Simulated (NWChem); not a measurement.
## Correlation energy of HSi (+1)

```xyz
2

Si     0.0000     0.0000     0.1028
H      0.0000     0.0000    -1.4391
```
Charge +1, spin multiplicity 1.

The numbers come from NWChem runs, not from measurements. The geometry was optimised at PBE/def2-SVP, a minimum by its harmonic frequencies.

Basis set: def2-TZVP. Each correlation energy counts from its own Hartree-Fock reference.

The correlated methods keep 5 core orbitals frozen. The structure started from a generated list of species. No row is a measurement; the coupled-cluster row has its own basis-set and correlation limits.

Order these methods by the correlation energy they give, lowest first: CCSD(T), MP2, CCSD, SCS-MP2.

CCSD(T) (-90.9 mHa), CCSD (-89.4 mHa), SCS-MP2 (-76.1 mHa), MP2 (-66.2 mHa)
